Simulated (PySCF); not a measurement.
**`C1[C@]2(/C=N\[H])C[C@H](C1)OC2`, C₇H₁₁NO**

Molfile (atoms numbered from 1):
```
C7H11NO
     RDKit          3D

 20 21  0  0  0  0  0  0  0  0999 V2000
    2.4562   -1.6429   -0.4621 H   0  0  0  0  0  0  0  0  0  0  0  0
    2.7669   -1.0612    0.3153 N   0  0  0  0  0  0  0  0  0  0  0  0
    1.9325   -0.2173    0.7168 C   0  0  0  0  0  0  0  0  0  0  0  0
    0.5523    0.0515    0.2131 C   0  0  1  0  0  0  0  0  0  0  0  0
   -0.0250   -0.9272   -0.8233 C   0  0  0  0  0  0  0  0  0  0  0  0
   -1.5235   -0.5587   -0.8321 C   0  0  0  0  0  0  0  0  0  0  0  0
   -1.6002    0.5455    0.2355 C   0  0  1  0  0  0  0  0  0  0  0  0
   -0.5703    0.0811    1.2643 C   0  0  0  0  0  0  0  0  0  0  0  0
   -1.0190    1.7277   -0.2914 O   0  0  0  0  0  0  0  0  0  0  0  0
    0.3776    1.4706   -0.3672 C   0  0  0  0  0  0  0  0  0  0  0  0
    2.2479    0.4152    1.5442 H   0  0  0  0  0  0  0  0  0  0  0  0
    0.1249   -1.9587   -0.4989 H   0  0  0  0  0  0  0  0  0  0  0  0
    0.4375   -0.8009   -1.8025 H   0  0  0  0  0  0  0  0  0  0  0  0
   -2.1541   -1.4051   -0.5640 H   0  0  0  0  0  0  0  0  0  0  0  0
   -1.8488   -0.1718   -1.7964 H   0  0  0  0  0  0  0  0  0  0  0  0
   -2.6031    0.7833    0.5850 H   0  0  0  0  0  0  0  0  0  0  0  0
   -0.7856   -0.8937    1.6941 H   0  0  0  0  0  0  0  0  0  0  0  0
   -0.4019    0.8150    2.0500 H   0  0  0  0  0  0  0  0  0  0  0  0
    0.7176    1.5339   -1.4061 H   0  0  0  0  0  0  0  0  0  0  0  0
    0.9130    2.2244    0.2227 H   0  0  0  0  0  0  0  0  0  0  0  0
  1  2  1  0
  2  3  2  0
  4  3  1  1
  4  5  1  0
  5  6  1  0
  6  7  1  0
  7  8  1  0
  7  9  1  0
  9 10  1  0
  8  4  1  0
 10  4  1  0
  3 11  1  0
  5 12  1  0
  5 13  1  0
  6 14  1  0
  6 15  1  0
  7 16  1  1
  8 17  1  0
  8 18  1  0
 10 19  1  0
 10 20  1  0
M  END
```

Method: GIAO B3LYP/pcSseg-1 magnetisability, rotational g tensor and spin-rotation constants, non-relativistic, gas phase (PySCF). Geometry: GFN2-xTB.

Q: Give the nuclear spin-rotation constants along the inertial axes (H = +C I·J) beside the isotropic shieldings.

A: Rotational constants 3.2006, 1.4293, 1.2698 GHz. A star marks the isotopologue with that one atom substituted, in its own axes.
```csv
atom,isotope,Caa (kHz),Cbb (kHz),Ccc (kHz),mean (kHz),σ (ppm)
H1,1H,-0.330,0.156,-0.061,-0.079,20.9
N2,14N,0.609,0.371,0.142,0.374,-98.8
H11,1H,-0.294,0.083,-0.056,-0.089,23.7
H12,1H,-0.238,-0.046,-0.112,-0.132,30.2
H13,1H,-0.354,-0.152,0.024,-0.161,30.4
H14,1H,-0.353,-0.025,-0.083,-0.153,30.2
H15,1H,-0.236,-0.153,-0.009,-0.133,30.0
H16,1H,0.113,-0.159,-0.088,-0.044,27.5
H17,1H,-0.350,-0.068,-0.062,-0.160,30.7
H18,1H,-0.364,-0.010,-0.093,-0.156,30.1
H19,1H,-0.370,-0.146,0.075,-0.147,28.3
H20,1H,-0.326,0.070,-0.121,-0.126,27.8
C3,13C*,1.340,0.658,0.376,0.791,3.5
C4,13C*,0.642,0.339,0.262,0.414,121.2
C5,13C*,0.605,0.225,0.199,0.343,151.7
C6,13C*,0.612,0.230,0.221,0.354,146.5
C7,13C*,0.856,0.346,0.299,0.500,97.9
C8,13C*,0.582,0.280,0.244,0.369,137.2
O9,17O*,-0.363,-0.165,-0.128,-0.218,262.8
C10,13C*,0.636,0.382,0.334,0.451,101.4
```
For the geometry as given, no vibrational averaging.
